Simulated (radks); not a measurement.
Effect of the nuclear size on the palladium ion Pd2+, [Kr] 4d8. All-electron calculation, Dirac Kohn-Sham, LDA (Slater exchange, Perdew-Wang correlation), spin-unpolarised, spherical densities, finite nucleus; open shells are shared between the two j in proportion to 2j + 1; Fermi nuclear charge, rms radius 4.5318 fm. Program: a radial shooting solver on a logarithmic mesh with Libxc functionals. The rms radius is varied about that value; shifts are against it.

| rms radius (fm) | total energy shift (eV) | density at nucleus (e/bohr^3) | 1s1/2 shift (meV) | 2s1/2 shift (meV) | 4s1/2 shift (meV) | 5s1/2 (empty) shift (meV) |
|---|---|---|---|---|---|---|
| 3.9789 | -0.572 | 1.345e+05 | -241 | -26.7 | -0.940 | -0.120 |
| 4.1783 | -0.373 | 1.336e+05 | -157 | -17.4 | -0.613 | -0.079 |
| 4.5318 | 0 | 1.322e+05 | 0.000 | 0.000 | 0.000 | 0.000 |
| 4.9487 | 0.474 | 1.307e+05 | 200 | 22.1 | 0.779 | 0.100 |
| 4.994 | 0.528 | 1.306e+05 | 223 | 24.7 | 0.867 | 0.111 |

Slopes of the eigenvalues against <r^2> in GHz/fm^2, as finite differences over the two radii next to the reference (eigenvalue slopes, not the field-shift constants of lines): 1s1/2 12300, 2s1/2 1360, 4s1/2 47.9, 5s1/2 (empty) 6.13.
